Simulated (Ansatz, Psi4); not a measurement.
**SiCl3F (trichlorofluorosilane): from total energies to a heat of formation**

The species is SiCl3F (5 atoms), meant as a singlet with charge 0. SMILES: `F[Si](Cl)(Cl)Cl`. Geometry: relaxed at PBE0-D4/def2-TZVP.

Total energies at CCSD(T)/cc-pVDZ, 21 core orbitals frozen (Psi4 1.11); the atoms run unrestricted:

| species | state | energy (Eh) |
| --- | --- | --- |
| SiCl3F | singlet | -1767.820307 |
| F | doublet | -99.527574 |
| Si | triplet | -288.915089 |
| Cl | doublet | -459.598893 |

Harmonic wavenumbers at PBE0-D4/def2-TZVP, in cm⁻¹: 160, 160, 233, 275, 275, 464, 642, 642, 944.

Measured heats of formation of the gaseous atoms at 298.15 K, in kJ/mol: F 79.4, Si 450.0, Cl 121.3. Spin-orbit lowering of the atoms at 298 K (mean of the ground term's levels less their thermal mean, from spectra), in kJ/mol: F 1.29, Si 0.44, Cl 3.44. Take 1 Eh = 2625.50 kJ/mol, 1 cm⁻¹ = 0.0119627 kJ/mol, RT = 2.479 kJ/mol.

Task: Work out the heat of formation of the gas at 298 K.

Result: 
1. Electronic atomisation energy: (-99.527574) + (-288.915089) + 3 × (-459.598893) − (-1767.820307) = 0.580965 Eh = 1525.3 kJ/mol.
2. Zero-point energy: half the sum of the wavenumbers, 1897.5 cm⁻¹ = 22.7 kJ/mol.
3. Thermal vibrational enthalpy, Σ hcν̃/(exp(hcν̃/kT) − 1): 8.5 kJ/mol. Translation, rotation and pV of a non-linear molecule: 4 RT = 9.9 kJ/mol.
4. The 5 free atoms carry 5/2 RT each: 31.0 kJ/mol.
5. Spin-orbit coupling lowers the free atoms by 1.29 + 0.44 + 3 × 3.44 = 12.1 kJ/mol.
6. Atomisation enthalpy at 298 K: 1525.3 − 12.1 − 22.7 − 8.5 − 9.9 + 31.0 = 1503.1 kJ/mol.
7. Sum of the atoms' heats of formation: 893.3 kJ/mol. Heat of formation: 893.3 − 1503.1 = -609.8 kJ/mol.

The tabulated value is -841.0 kJ/mol (NIST-JANAF tables; in doubt: it may be an older value or an estimate), so this level is off by +231.2 kJ/mol, or 13.3 % of the atomisation enthalpy that the table implies (1734.3 kJ/mol). Coupled cluster needs large bases for atomisation: in a finite one the molecule is underbound. A double-zeta basis underbinds. Anharmonicity and any spin-orbit splitting of the molecule are left out, and so is core correlation.
